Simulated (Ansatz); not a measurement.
C₄H₉OSn, doublet, at a GFN2-xTB geometry (such geometries of metal compounds can be far from the true shape) (the spin is typed, not shown lowest) (core potentials on Sn); B3LYP/def2-SVP (Ansatz, a first-principles code).

Ansatz was given this input:
Ansatz 0.2 input:
```yaml
crystal:
  periodic: [false, false, false]
  atoms:
    - {symbol: Sn, position_ang: [0.84074528, 0.99095697, 0.71756737]}
    - {symbol: O, position_ang: [-0.63789116, -0.28990391, 0.22115309]}
    - {symbol: C, position_ang: [-0.99629778, -1.15587181, -0.81934987]}
    - {symbol: C, position_ang: [0.10763636, -2.19158570, -1.04471856]}
    - {symbol: C, position_ang: [-2.29362810, -1.85790796, -0.40407316]}
    - {symbol: C, position_ang: [-1.22371265, -0.35814634, -2.10561060]}
    - {symbol: H, position_ang: [-0.16885573, -2.88686695, -1.83222195]}
    - {symbol: H, position_ang: [0.28379031, -2.74277078, -0.12434589]}
    - {symbol: H, position_ang: [1.02876805, -1.67858103, -1.32348392]}
    - {symbol: H, position_ang: [-2.12933318, -2.40731543, 0.51891766]}
    - {symbol: H, position_ang: [-2.62299190, -2.54535500, -1.17829755]}
    - {symbol: H, position_ang: [-3.06759643, -1.11567613, -0.22876756]}
    - {symbol: H, position_ang: [-0.29858253, 0.14835482, -2.38189745]}
    - {symbol: H, position_ang: [-1.99185855, 0.39253410, -1.93818315]}
    - {symbol: H, position_ang: [-1.53146178, -1.01186970, -2.91680066]}
basis:
  gaussian:
    orbitals: def2-SVP
hamiltonian:
  xc: b3lyp
magnetization: {spin_polarized: true, initial_magnetization: 1}
accuracy: high
```

Q: Predict the main parts of the log of this Ansatz run.

A: 
```
Functional definition: B3LYP
3583 factors; integrals over basis functions are off by at most 3.6e-9 eV
mean field evaluation 1: about -12156.2481 eV, gradient 5.4e1 eV
mean field evaluation 2: about -12050.5517 eV, gradient 1.4e2 eV
mean field evaluation 4: about -12170.2963 eV, gradient 4.9e0 eV
mean field evaluation 8: about -12170.7721 eV, gradient 5.5e-1 eV
mean field evaluation 16: about -12170.7742 eV, gradient 1.1e-3 eV
mean field evaluation 32: about -12170.7742 eV, gradient 1.3e-6 eV
mean field -12170.77416080 eV, -447.2677007625 hartree, gradient 7.5e-8 eV, S^2 0.752140; 3 other end points of the search recorded, 0 dependent functions left out
reference -12170.77420792 eV, -447.2677024938 hartree; 32, 31 occupied and 109, 110 virtual orbitals, 3583 factors
Total energy: -12170.77420792 eV, -447.2677024938 hartree
```
